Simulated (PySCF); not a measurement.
Ligand exchange on a metal centre used in film growth or etching (Zn NH2-SH). All species are isolated molecules in the gas phase. One relaxed conformer stands for each flexible species; it need not be the lowest.

The HOMO–LUMO gap from two functionals at the same geometries (TPSS-D3(BJ)/def2-SVP), both in PySCF: PBE-D3(BJ)/def2-TZVP and B3LYP-D3(BJ)/def2-TZVP. B3LYP has the VWN-RPA correlation part, as in Gaussian. 

```json
[
 {"species": "0 of 2 NH2 replaced by SH ([Zn(NH2)2])", "B3LYP-D3(BJ)/def2-TZVP (eV)": "5.86"},
 {"species": "1 of 2 NH2 replaced by SH ([Zn(NH2)(SH)])", "B3LYP-D3(BJ)/def2-TZVP (eV)": "5.89"},
 {"species": "2 of 2 NH2 replaced by SH ([Zn(SH)2])", "B3LYP-D3(BJ)/def2-TZVP (eV)": "5.88"}
]
```

Q: What does PBE-D3(BJ)/def2-TZVP give for each?

A: 
- 0 of 2 NH2 replaced by SH ([Zn(NH2)2]): 4.30
- 1 of 2 NH2 replaced by SH ([Zn(NH2)(SH)]): 4.31
- 2 of 2 NH2 replaced by SH ([Zn(SH)2]): 4.41
Over these rows, drawn at random from the members with no instability flagged (it was tested for open shells, ions and some series alone), PBE minus B3LYP-D3(BJ): mean -1.54 eV, from -1.58 eV to -1.48 eV.
